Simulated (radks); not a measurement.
Hg28+, configuration [Kr] 4d10 4f6.

Method: scalar-relativistic Kohn-Sham, PBEsol, spin-polarised, spherical densities, finite nucleus; open shells are filled with parallel spins first (spin-orbit coupling, left out, can overturn this in heavy ions); Fermi nuclear charge, rms radius 5.4648 fm; computed with a radial shooting solver on a logarithmic mesh with Libxc functionals.

Energy parts (hartree):
part                       energy
total                 -19240.6338
kinetic                21627.4802
electron-nucleus      -46105.4068
Hartree                 5565.7501
exchange-correlation    -328.4573

Orbitals (lengths in bohr, moments of r in powers of bohr; r(90%) holds 90 % of the orbital's charge):
| orbital | occ. | eigenvalue (hartree) | r(90%) |
|---|---|---|---|
| 1s down | 1 | -3088.392 | 0.0304 |
| 1s up | 1 | -3088.391 | 0.0304 |
| 2s up | 1 | -575.6082 | 0.109 |
| 2s down | 1 | -575.5972 | 0.109 |
| 2p up | 3 | -501.3062 | 0.103 |
| 2p down | 3 | -501.2977 | 0.103 |
| 3s up | 1 | -162.6875 | 0.264 |
| 3s down | 1 | -162.4304 | 0.264 |
| 3p up | 3 | -141.1896 | 0.272 |
| 3p down | 3 | -140.9284 | 0.271 |
| 3d up | 5 | -118.5686 | 0.255 |
| 3d down | 5 | -118.3678 | 0.254 |
| 4s up | 1 | -60.26259 | 0.549 |
| 4s down | 1 | -59.87865 | 0.550 |
| 4p up | 3 | -52.87036 | 0.582 |
| 4p down | 3 | -52.50510 | 0.583 |
| 4d up | 5 | -44.24732 | 0.608 |
| 4d down | 5 | -43.88588 | 0.610 |
| 4f up | 6 | -34.99224 | 0.610 |
| 4f down | 0 | -34.58868 | 0.613 |
| 5s up | 0 | -30.12639 | 1.00 |
| 5s down | 0 | -29.94024 | 1.01 |
| 5p up | 0 | -27.22504 | 1.07 |
| 5p down | 0 | -27.05843 | 1.07 |

The highest occupied level is 4f up at -952.19 eV. The electron density at the nucleus is 2.495e+06 e/bohr^3 (large components only).
